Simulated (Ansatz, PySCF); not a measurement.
This triplet is an excited state, 1.94 eV above the relaxed singlet at the level B3LYP/cc-pVTZ // PBE0-D3(BJ)/def2-TZVP (Ansatz, a program for electronic structure).

Cartesian coordinates (Å):
```xyz
5

C     -1.3892    -0.2517     0.5647
C     -0.1864    -0.1822     0.4000
Si     1.5486    -0.2260     0.0749
F      2.4700     0.9604     0.6280
H     -2.4429    -0.3005     0.7180
```
Charge 0, spin multiplicity 3.

**Question.** Predict the total energy, dipole moment and highest occupied spin orbital from PBE0-D3(BJ)/def2-TZVP in PySCF 2.14.0.

**Answer.** 
```yaml
total_energy: -465.8076 Ha
dipole_moment: 1.48 D
highest_occupied_spin_orbital: -5.30 eV
```
